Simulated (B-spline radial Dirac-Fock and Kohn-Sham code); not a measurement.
**Binding energies of Gd⁴⁵⁺ at several levels of theory**

System: the Gd⁴⁵⁺ ion, configuration [Ar] 3d1.

The density-functional columns are spherical, spin-unpolarised Dirac-Kohn-Sham results without Breit or QED terms: −ε is minus the orbital energy of the initial state and ΔSCF the difference of two total energies. The reference in the last column comes from multi-electron Dirac-Fock with separately optimised hole states, Breit and Lamb-shift corrections added in first order. All numbers are from a radial atomic solver, in eV; a selection of levels is shown. The Kohn-Sham columns are given as differences from the reference. For the 1s level of heavy atoms much of the gap between ΔSCF and the reference is the Breit and QED part, -217.7 eV here; for other levels the error of the functional can be larger.

| level | LDA −ε − DF | LDA ΔSCF − DF | Dirac-Fock |
| --- | --- | --- | --- |
| 1s | -295.8 | +205.0 | 53067.2 |
| 2s | -163.1 | -42.9 | 11118.7 |
| 2p1/2 | -124.5 | +20.3 | 10692.9 |
| 2p3/2 | -130.0 | +3.3 | 9992.7 |
| 3s | -72.8 | -22.1 | 4219.3 |
| 3p1/2 | -46.3 | +7.4 | 4044.7 |
| 3p3/2 | -48.1 | +3.2 | 3872.6 |
| 3d | -57.2 | +1.6 | 3636.9 |

Values without a named source are computed, but for edge energies of neutral atoms, which are taken from tables.
